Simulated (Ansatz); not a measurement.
A run for Ansatz (an electronic-structure program): U-CCSD(T)/cc-pVDZ on BGeH5 (SMILES [BH2][GeH3]), a point of a bond scan (R = 1.848 Å). The run froze 15 orbitals, filled d shells among them.

Ansatz 0.2 input:
```yaml
crystal:
  periodic: [false, false, false]
  atoms:
    - {symbol: B, position_ang: [-1.68447901, -0.08981357, -0.38805636]}
    - {symbol: Ge, position_ang: [0.32433246, 0.01332500, 0.07253106]}
    - {symbol: H, position_ang: [1.32875952, -1.42129232, -0.51594032]}
    - {symbol: H, position_ang: [0.93481345, 1.29602953, -0.53231896]}
    - {symbol: H, position_ang: [0.50580440, 0.12014751, 1.60207949]}
    - {symbol: H, position_ang: [-2.40523210, 0.79344296, -0.04632267]}
    - {symbol: H, position_ang: [-2.15298444, -1.00476260, -0.98628824]}
basis:
  gaussian:
    orbitals: cc-pVDZ
correlation: {method: ccsd_t, electrons: outside_noble_gas}
scf: {omitted_lower_state_checks: [cluster_reference]}
magnetization: {spin_polarized: true, initial_magnetization: 0}
```

It printed:

```
WARN ansatz: RAYON_NUM_THREADS=1 ignored (pool sized by the plan → 1); use --threads N
Functional definition: HF
these checks for a lower state are left out or cut short: cluster_reference
integrals: 0.06 GiB planned
672 factors; integrals over basis functions are off by at most 1.1e-3 eV
mean field: 0.23 GiB planned
mean field evaluation 1: about -57220.9125 eV, gradient 8.7e0 eV
mean field evaluation 2: about -57220.9337 eV, gradient 8.7e0 eV
mean field evaluation 4: about -57221.8018 eV, gradient 3.8e-1 eV
mean field evaluation 8: about -57221.8032 eV, gradient 1.4e-4 eV
mean field -57221.80324146 eV, -2102.8624827922 hartree, gradient 2.1e-6 eV, S^2 0.000000; 0 other end points of the search recorded, 0 dependent functions left out
15 core orbitals not correlated
reference -57221.80324146 eV, -2102.8624827922 hartree; 6, 6 occupied and 45, 45 virtual orbitals, 672 factors
second order -5.06457172 eV of doubles, -0.00000000 eV of singles
coupled cluster: 0.16 GiB planned
cycle   1  -5.97370333 eV  change   -9.1e-1 eV  update   7.1e-2
cycle   2  -6.30174435 eV  change   -3.3e-1 eV  update   2.5e-2
cycle   3  -6.31869451 eV  change   -1.7e-2 eV  update   7.0e-3
cycle   4  -6.31719476 eV  change    1.5e-3 eV  update   2.5e-3
cycle   5  -6.31643281 eV  change    7.6e-4 eV  update   1.0e-3
cycle   6  -6.31622603 eV  change    2.1e-4 eV  update   3.4e-4
cycle   7  -6.31624037 eV  change   -1.4e-5 eV  update   1.2e-4
cycle   8  -6.31628109 eV  change   -4.1e-5 eV  update   3.5e-5
cycle   9  -6.31627492 eV  change    6.2e-6 eV  update   8.7e-6
perturbative correction -0.14166228 eV, -0.0052059927 hartree
Total energy: -57228.26117865 eV, -2103.0998076067 hartree
Checks for a lower state left out: cluster_reference
```

The calculation finished and met its thresholds.

Cost: around 2.5 core-seconds (rough).
